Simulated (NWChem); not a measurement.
Species: SnHOF, singlet; SMILES [OH][Sn][F]

```xyz
4

Sn     0.3451     0.0586     0.0000
F     -0.9189    -1.4454     0.0000
O     -1.0890     1.4342     0.0000
H     -1.9742     1.0439     0.0000
```
Atoms are numbered in this order, from 1.

Level: PBE0/def2-SVP with def2 effective core potentials on Sn (NWChem), optimised geometry, unscaled harmonic frequencies. Low-valent species are run as closed-shell singlets; no triplet was tried in these runs. def2 effective core potentials on Sn; no spin-orbit coupling.

| frequency (cm⁻¹) | IR intensity (km/mol) |
|---|---|
| 172 | 25.1 |
| 471 | 152.0 |
| 598 | 75.0 |
| 624 | 96.3 |
| 735 | 47.1 |
| 3855 | 76.9 |

```yaml
zero_point_energy: 9.2 kcal/mol
thermal correction to the enthalpy at 298.15 K (with zero-point energy): 12.4 kcal/mol
heat capacity Cv: 11.9 cal/(mol K)
entropy at 298.15 K and 1 atm (symmetry number 1): 69.9 cal/(mol K)
```

Rigid rotor and harmonic oscillator.
